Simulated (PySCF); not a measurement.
Si(OSiH3)3(Cl) (ClH9O3Si4), SMILES O([SiH3])[Si](O[SiH3])(Cl)O[SiH3]. Geometry optimised at PBE0-D3(BJ)/def2-SVP. One conformer was computed; it need not be the lowest.

Computed equilibrium geometry at PBE0-D3(BJ)/def2-SVP (PySCF confirms it by a frequency run) as bond lengths and angles (one conformer of several):
Atoms: Si1 O2 Si3 Cl4 O5 Si6 O7 Si8 H9 H10 H11 H12 H13 H14 H15 H16 H17. Bond lengths (Å): Si1–O2 1.670, Si1–H9 1.491, Si1–H10 1.488, Si1–H11 1.492, O2–Si3 1.626, Si3–Cl4 2.061, Si3–O5 1.627, Si3–O7 1.631, O5–Si6 1.669, Si6–H12 1.491, Si6–H13 1.491, Si6–H14 1.488, O7–Si8 1.669, Si8–H15 1.488, Si8–H16 1.490, Si8–H17 1.492. Bond angles (°): O2–Si1–H9 109.9, O2–Si1–H10 107.4, O2–Si1–H11 110.0, H9–Si1–H10 109.9, H9–Si1–H11 109.5, H10–Si1–H11 109.9, Si1–O2–Si3 139.4, O2–Si3–Cl4 109.4, O2–Si3–O5 110.6, O2–Si3–O7 109.0, Cl4–Si3–O5 108.0, Cl4–Si3–O7 108.7, O5–Si3–O7 111.0, Si3–O5–Si6 142.1, O5–Si6–H12 110.2, O5–Si6–H13 109.7, O5–Si6–H14 107.3, H12–Si6–H13 109.6, H12–Si6–H14 110.0, H13–Si6–H14 109.9, Si3–O7–Si8 141.7, O7–Si8–H15 107.6, O7–Si8–H16 109.6, O7–Si8–H17 110.0, H15–Si8–H16 110.0, H15–Si8–H17 110.0, H16–Si8–H17 109.6.
Charge 0, spin multiplicity 1.
